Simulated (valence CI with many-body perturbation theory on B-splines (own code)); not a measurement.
## E1 transitions of Lu⁶⁵⁺

Calculated by valence CI with perturbative core correlation (CI+MBPT): four valence electrons over a frozen Dirac-Fock core [He], a basis of 11 s, 11 p, 9 d, 7 f, 5 g, 2 h, 1 i functions for each j, with the one-electron correlation potential Σ1, the two-electron term Σ2, the three-electron term Σ3, Breit, model QED; selected CI, second order for the rest (own B-spline code, finite nucleus).

The last digits are not significant, and no measured levels were compared; by estimate large intervals hold to a few tenths of a per cent, small ones and those within an open d or f shell to about a per cent. Among the levels kept, up to 290 cm⁻¹ of a level comes from second order outside the variational space, and about a tenth of that is noise between levels of different J, which matters for small intervals.

Lines 201 to 250 of 250 in falling wavelength, among levels below 847.35 Ry, chosen from the strongest by gf and those to the six lowest levels. Wavelengths and rates use the calculated energies. Electric multipoles are in the length gauge, E1 and E2 with the static RPA response of the core. Weak lines are less certain than strong ones. Lines between different terms over intervals too small for the method are left out, as are lines whose strength nearly cancels. The highest levels of a list are the least certain.

Levels are named by their leading jj configuration (3d3/2^4 stands for four electrons in 3d with j = 3/2), which in mixed levels can hold well under half, so a name can repeat and another be missing. Letters in brackets count levels of one name in rising energy.

```tsv
λ vac (Å)	Upper	Lower	A (s⁻¹)	S (a.u.) with core polarisation	S without
1.251	(2s 2p1/2 2p3/2 3p1/2) J=1 [c]	(2s^2 2p1/2 2p3/2) J=1	4.01e+13	1.16e-04	1.16e-04
1.250	(2s 2p1/2 2p3/2 3d3/2) J=2 [c]	(2s 2p1/2^2 2p3/2) J=1	6.28e+12	3.03e-05	3.03e-05
1.249	(2s 2p1/2 2p3/2 3d3/2) J=1 [c]	(2s 2p1/2^2 2p3/2) J=1	2.45e+14	7.06e-04	7.07e-04
1.249	(2s 2p1/2 2p3/2 3d5/2) J=2 [a]	(2s 2p1/2^2 2p3/2) J=1	2.06e+13	9.90e-05	9.91e-05
1.247	(2s 2p1/2 2p3/2 3d3/2) J=1 [d]	(2s 2p1/2^2 2p3/2) J=1	6.82e+14	1.96e-03	1.96e-03
1.246	(2s 2p1/2 2p3/2 3d3/2) J=3 [b]	(2s 2p1/2^2 2p3/2) J=2	1.25e+15	8.35e-03	8.36e-03
1.246	(2s 2p1/2 2p3/2 3d3/2) J=2 [d]	(2s 2p1/2^2 2p3/2) J=1	1.49e+15	7.12e-03	7.13e-03
1.245	(2s 2p1/2 2p3/2 3d5/2) J=1 [a]	(2s 2p1/2^2 2p3/2) J=1	5.95e+14	1.70e-03	1.70e-03
1.245	(2s 2p1/2 2p3/2 3d3/2) J=2 [b]	(2s 2p1/2^2 2p3/2) J=2	1.24e+15	5.91e-03	5.91e-03
1.245	(2s 2p1/2 2p3/2 3d3/2) J=0 [b]	(2s 2p1/2^2 2p3/2) J=1	1.62e+15	1.54e-03	1.54e-03
1.244	(2s 2p1/2 2p3/2 3d3/2) J=1 [b]	(2s 2p1/2^2 2p3/2) J=2	1.32e+15	3.75e-03	3.75e-03
1.243	(2s 2p1/2 2p3/2 3d5/2) J=2 [b]	(2s 2p1/2^2 2p3/2) J=1	1.95e+13	9.22e-05	9.23e-05
1.242	(2s^2 2p1/2 3d3/2) J=1	(2s^2 2p1/2^2) J=0	1.57e+15	4.45e-03	4.45e-03
1.241	(2s 2p1/2 2p3/2 3d5/2) J=1 [b]	(2s 2p1/2^2 2p3/2) J=1	7.85e+13	2.22e-04	2.22e-04
1.241	(2s^2 2p3/2 3d3/2) J=2	(2s^2 2p1/2 2p3/2) J=2	5.90e+14	2.78e-03	2.79e-03
1.241	(2s 2p1/2 2p3/2 3d5/2) J=0	(2s 2p1/2^2 2p3/2) J=1	2.22e+13	2.09e-05	2.09e-05
1.240	(2s^2 2p3/2 3d3/2) J=3	(2s^2 2p1/2 2p3/2) J=2	1.19e+15	7.84e-03	7.85e-03
1.240	(2s^2 2p3/2 3d3/2) J=1	(2s^2 2p1/2 2p3/2) J=2	2.06e+14	5.82e-04	5.83e-04
1.239	(2s^2 2p3/2 3d3/2) J=2	(2s^2 2p1/2 2p3/2) J=1	5.98e+14	2.80e-03	2.81e-03
1.239	(2s 2p1/2 2p3/2 3d3/2) J=3 [c]	(2s 2p1/2^2 2p3/2) J=2	1.15e+13	7.53e-05	7.53e-05
1.238	(2s 2p1/2 2p3/2 3d5/2) J=2 [a]	(2s 2p1/2^2 2p3/2) J=2	4.48e+12	2.10e-05	2.10e-05
1.238	(2s 2p1/2 2p3/2 3d5/2) J=3 [a]	(2s 2p1/2^2 2p3/2) J=2	3.23e+13	2.12e-04	2.12e-04
1.238	(2s^2 2p3/2 3d3/2) J=1	(2s^2 2p1/2 2p3/2) J=1	9.80e+14	2.75e-03	2.75e-03
1.237	(2s^2 2p3/2 3d3/2) J=0	(2s^2 2p1/2 2p3/2) J=1	1.20e+15	1.12e-03	1.12e-03
1.236	(2p1/2^2 2p3/2 3s) J=2	(2s^2 2p1/2 2p3/2) J=2	1.04e+13	4.84e-05	4.83e-05
1.235	(2p1/2^2 2p3/2 3s) J=1	(2s^2 2p1/2 2p3/2) J=2	2.26e+13	6.29e-05	6.28e-05
1.234	(2s 2p1/2 2p3/2 3d5/2) J=3 [b]	(2s 2p1/2^2 2p3/2) J=2	2.36e+12	1.53e-05	1.54e-05
1.233	(2p1/2^2 2p3/2 3s) J=2	(2s^2 2p1/2 2p3/2) J=1	1.63e+13	7.54e-05	7.53e-05
1.232	(2p1/2^2 2p3/2 3s) J=1	(2s^2 2p1/2 2p3/2) J=1	1.16e+13	3.22e-05	3.22e-05
1.229	(2s 2p1/2 2p3/2 3p3/2) J=3 [a]	(2s^2 2p1/2 2p3/2) J=2	3.56e+13	2.28e-04	2.28e-04
1.228	(2s^2 2p3/2 3d5/2) J=3	(2s^2 2p1/2 2p3/2) J=2	9.75e+12	6.23e-05	6.24e-05
1.226	(2s 2p1/2 2p3/2 3p3/2) J=2 [a]	(2s^2 2p1/2 2p3/2) J=2	5.28e+13	2.40e-04	2.40e-04
1.226	(2s 2p1/2 2p3/2 3p3/2) J=1 [a]	(2s^2 2p1/2 2p3/2) J=1	2.82e+14	7.69e-04	7.68e-04
1.224	(2s^2 2p3/2 3d5/2) J=1	(2s^2 2p1/2 2p3/2) J=1	3.54e+12	9.63e-06	9.61e-06
1.224	(2s 2p1/2 2p3/2 3p3/2) J=2 [a]	(2s^2 2p1/2 2p3/2) J=1	2.20e+14	9.94e-04	9.93e-04
1.223	(2s 2p1/2 2p3/2 3p3/2) J=2 [b]	(2s^2 2p1/2 2p3/2) J=2	2.17e+14	9.77e-04	9.76e-04
1.222	(2s 2p1/2 2p3/2 3p3/2) J=0 [a]	(2s^2 2p1/2 2p3/2) J=1	4.65e+14	4.20e-04	4.19e-04
1.221	(2s 2p1/2 2p3/2 3p3/2) J=3 [b]	(2s^2 2p1/2 2p3/2) J=2	2.62e+14	1.65e-03	1.65e-03
1.221	(2s 2p1/2 2p3/2 3p3/2) J=1 [b]	(2s^2 2p1/2 2p3/2) J=2	4.36e+14	1.17e-03	1.17e-03
1.221	(2s 2p1/2^2 3p3/2) J=1	(2s^2 2p1/2^2) J=0	4.57e+14	1.23e-03	1.23e-03
1.221	(2s 2p1/2 2p3/2 3p3/2) J=2 [b]	(2s^2 2p1/2 2p3/2) J=1	2.03e+13	9.12e-05	9.11e-05
1.219	(2s 2p1/2 2p3/2 3p3/2) J=1 [b]	(2s^2 2p1/2 2p3/2) J=1	1.09e+13	2.92e-05	2.92e-05
1.215	(2s 2p1/2 2p3/2 3p3/2) J=2 [c]	(2s^2 2p1/2 2p3/2) J=2	2.36e+13	1.05e-04	1.05e-04
1.215	(2s 2p1/2 2p3/2 3p3/2) J=3 [c]	(2s^2 2p1/2 2p3/2) J=2	1.79e+14	1.11e-03	1.11e-03
1.213	(2s 2p1/2 2p3/2 3p3/2) J=2 [d]	(2s^2 2p1/2 2p3/2) J=2	1.84e+14	8.09e-04	8.08e-04
1.213	(2s 2p1/2 2p3/2 3p3/2) J=2 [c]	(2s^2 2p1/2 2p3/2) J=1	2.28e+14	1.00e-03	1.00e-03
1.213	(2s 2p1/2 2p3/2 3p3/2) J=1 [c]	(2s^2 2p1/2 2p3/2) J=2	4.93e+13	1.30e-04	1.30e-04
1.211	(2s 2p1/2 2p3/2 3p3/2) J=2 [d]	(2s^2 2p1/2 2p3/2) J=1	4.63e+12	2.03e-05	2.03e-05
1.211	(2s 2p1/2 2p3/2 3p3/2) J=1 [c]	(2s^2 2p1/2 2p3/2) J=1	1.53e+14	4.02e-04	4.02e-04
1.210	(2s 2p1/2 2p3/2 3p3/2) J=1 [d]	(2s^2 2p1/2 2p3/2) J=1	1.34e+13	3.51e-05	3.51e-05
```
